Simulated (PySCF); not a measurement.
# Argon: a sound run and one with changed settings

Sound run: Ar⁺ [Ne] 3s2 3p5, Ar²⁺ [Ne] 3s2 3p4. All numbers are calculated (PySCF 2.14, the spin-free X2C one-electron Hamiltonian (Gaussian nucleus), in jorge-DZP-DKH (7s4p1d, 24 functions)). The sound run starts from symmetry-adapted Hartree-Fock orbitals and uses a fine grid where one is needed.

Changed run: 6 angular points. This setting is unsound on purpose.

```csv
species,method,sound run (hartree),changed run (hartree),converged
Ar⁺,UHF,-528.07394,-528.07394,yes
Ar⁺,TPSS,-528.79336,-528.84824,yes
Ar⁺,MN15,-528.96327,-528.95241,yes
Ar²⁺,UHF,-527.10425,-527.10425,yes
Ar²⁺,TPSS,-527.77820,-527.84436,yes
Ar²⁺,MN15,-527.94109,-527.92714,yes
```

Ionisation energy of Ar⁺:

| method | sound run (eV) | changed run (eV) |
| --- | --- | --- |
| UHF | 26.386 | 26.386 |
| TPSS | 27.624 | 27.317 |
| MN15 | 27.815 | 27.899 |

A coarse angular grid integrates products of high-l functions wrongly, so density functionals can shift, and the SCF can exploit the error; Hartree-Fock and MP2 need no grid.

For comparison, NIST gives 27.630 eV between the lowest levels.
